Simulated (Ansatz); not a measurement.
C4H4F6O, SMILES `FCC(F)(F)OC(F)C(F)F`, relaxed with RKS PBE0-D4/def2-TZVP in Ansatz 0.2.0 from a PBE-D4/def2-SVP geometry. The force threshold is 0.005 eV/Å; the program also tests the step.

Total charge 0; spin multiplicity 1.

Start:

```xyz
15

F     0.247   -2.847   -0.114
C     1.185   -2.059    0.504
C     1.077   -0.620    0.015
F     1.303   -0.544   -1.335
F     2.066    0.117    0.606
O    -0.167   -0.113    0.313
C    -0.391    1.238   -0.017
F    -0.178    2.027    1.077
C    -1.851    1.356   -0.467
F    -2.682    1.066    0.565
F    -2.079    2.636   -0.873
H     1.031   -2.065    1.604
H     2.210   -2.420    0.271
H     0.284    1.569   -0.837
H    -2.056    0.658   -1.312
```

Q: By how much does the energy fall, and how many steps does the optimiser take? (Best estimate.)

A: Computed: 0.07 eV, in 9 steps.

Q: Which bonds change most? (An estimate is asked.)

A: The calculation gave: C9–H15 from 1.115 to 1.095 Å; C2–H12 from 1.111 to 1.092 Å; C2–H13 from 1.111 to 1.092 Å; C7–H14 from 1.112 to 1.094 Å.

Q: Give the relaxed structure. (An estimate is asked.)

A: Computed: 
```xyz
15

F     0.272   -2.802   -0.199
C     1.168   -2.043    0.497
C     1.094   -0.603    0.037
F     1.382   -0.506   -1.282
F     2.049    0.102    0.680
O    -0.147   -0.098    0.288
C    -0.380    1.229   -0.063
F    -0.122    2.040    0.992
C    -1.850    1.333   -0.442
F    -2.627    1.077    0.624
F    -2.100    2.592   -0.860
H     0.935   -2.082    1.563
H     2.180   -2.410    0.313
H     0.246    1.541   -0.904
H    -2.099    0.631   -1.245
```
